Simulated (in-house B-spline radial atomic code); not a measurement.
Results of a calculation; reference values are marked as such.
## Ru in an electron gas of r_s = 4: phase shifts, screening and friction

A nucleus sits in a uniform electron gas with a rigid positive background. The Kohn-Sham equations are solved self-consistently in the spin-unpolarised LDA (PW92), non-relativistic, on B-splines with outgoing waves at the boundary and partial waves to l = 8. The model has no lattice, no bands and no magnetic solution. Atomic units; δ_l are the phase shifts at the Fermi level, counted so that each bound state adds π, and good to about 0.0005. A narrow, partly filled d or f resonance in a thin gas would split by spin, so such rows rest on a solution that is probably unstable.

The density parameter is r_s = 4 bohr.

| l | δ_l (rad) |
| --- | --- |
| 0 | 12.7599 |
| 1 | 9.2858 |
| 2 | 5.7261 |
| 3 | -0.0204 |
| 4 | 0.0004 |
| 5 | -0.0001 |
| 6 | -0.0001 |
| 7 | -0.0003 |
| 8 | -0.0002 |

Bound levels below the band bottom (hartree): s -19.02, p -15.8, d -9.848, s -2.284, p -1.326 and deeper ones.

Question: Check the Friedel sum rule, and say where the screening charge sits.

Answer: k_F = (9π/4)^(1/3)/r_s = 0.47979. The rule is Z = (2/π) Σ (2l + 1) δ_l. The terms are s 8.123, p 17.735, d 18.227, f -0.091 and -0.004 beyond, in all 43.989 against Z = 44. Bound states hold 8 s, 18 p, 10 d electrons, so the scattering states carry 7.99 in all; where a term is smaller than its bound count, the bound level has drawn weight out of the band.

Question: Find the transport cross section and the electronic stopping of a 1 keV Ru ion (mass 101.07 u).

Answer: σ_tr = (4π/k_F²) Σ (l + 1) sin²(δ_l − δ_(l+1)). The terms for l = 0 to 3 are 0.1065, 0.3297, 0.7843, 0.0017, all together 1.2223, so σ_tr = 54.589 × 1.2223 = 66.722 bohr². With n = 3/(4π r_s³) = 0.00373, the friction coefficient is Q = n k_F σ_tr = 0.1194. For v well below v_F = 0.480, dE/dx = Q v; with 24801 eV per u at v = 1, v = √(1000/(24801 × 101.07)) = 0.0200, so dE/dx = 0.00239 hartree/bohr = 1.23 eV/nm. The largest term couples the d and f waves.
